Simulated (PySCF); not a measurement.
Trend along group 9: MI molecules

HF with triple-zeta basis sets in PySCF, for the lowest determinant that a PBE0 search found; no spin–orbit coupling. De refers to high-spin ground-configuration atoms. A positive dipole means M(−)I(+).

```tsv
M	basis	reference	state (unpaired electrons)	Re (Å)	ωe (cm⁻¹)	De (eV)	μ (D)
Co	def2-TZVPP	UHF	triplet (σ ↑, δ ↑)	2.567	221	n/a	-7.31
Rh	def2-TZVPP	UHF	triplet (σ ↑, δ ↑)	2.695	185	n/a	-7.25
Ir	def2-TZVPP	UHF	triplet (π ↑, δ ↑)	2.588	186	n/a	-4.99
```

The shortest bond is that of CoI (2.567 Å), the longest that of RhI (2.695 Å).

The state changes along the series, so neighbouring rows are not always alike in their bonding.

These are scalar-relativistic numbers at best; spin–orbit coupling would shift them, the dissociation energy most. Hartree–Fock leaves out correlation, which carries a large part of most bond energies and some tenths to 1 eV of ionisation energies. With d or f electrons several states lie close, and the lowest PBE0 determinant need not be the measured ground state.
